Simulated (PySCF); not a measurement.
Compound: C3F8.
SMILES: `FC(F)(F)C(F)(F)C(F)(F)F`

Computed geometry: GFN2-xTB, gas phase.

Take the most abundant isotopes and a rigid rotor. 

(1) Give the principal moments of inertia and the rotational constants in MHz.

(2) What kind of rotor is it?

(3) What does the inertial defect say?

(4) Give the coordinates in the principal-axis frame, origin at the centre of mass.

(5) Estimate the classical rotational partition function at 10 K, 25 K and 100 K.

Answers

(1) Ia = 304.10, Ib = 526.10, Ic = 564.95 u·Å²; 505379 MHz·u·Å²/I gives A = 1662, B = 960.6, C = 894.6 MHz.

(2) An asymmetric top: κ = (2 × 960.6 − 1662 − 894.6)/(1662 − 894.6) = -0.83.

(3) Not planar: Δ = Ic − Ia − Ib = -265.25 u·Å². For a rigid frame Δ = −2 Σ m c², so Σ m c² = 132.63 u·Å² lies off the ab plane. The atom farthest from that plane is 1.08 Å away.

(4) The sense of each axis is arbitrary; atoms in the order of the calculation.
| atom | mass (u) | a (Å) | b (Å) | c (Å) |
| --- | --- | --- | --- | --- |
| F1 | 18.998 | 1.354 | -1.012 | 1.074 |
| C2 | 12.000 | 1.301 | -0.233 | 0.000 |
| F3 | 18.998 | 1.355 | -1.008 | -1.077 |
| F4 | 18.998 | 2.370 | 0.550 | 0.002 |
| C5 | 12.000 | 0.000 | 0.626 | 0.001 |
| F6 | 18.998 | 0.000 | 1.418 | -1.084 |
| F7 | 18.998 | 0.000 | 1.420 | 1.084 |
| C8 | 12.000 | -1.301 | -0.233 | 0.000 |
| F9 | 18.998 | -1.356 | -1.009 | 1.076 |
| F10 | 18.998 | -2.370 | 0.550 | -0.001 |
| F11 | 18.998 | -1.354 | -1.010 | -1.075 |

(5) Point group C2v, symmetry number σ = 2; q = (√π/σ)·√((kT/h)³/(ABC)), k/h = 20836.6 MHz/K: 2230 at 10 K, 8820 at 25 K, 70500 at 100 K.

Stationary, but not proved a minimum. Constants of a rigid frame at the computed geometry: no zero-point averaging, no centrifugal distortion.

Shape of the structure used: `[F:1][C:2]([F:3])([F:4])[C:5]([F:6])([F:7])[C:8]([F:9])([F:10])[F:11]`: F1–C2–C5–F6 179°, C2–C5–C8–F9 60°.
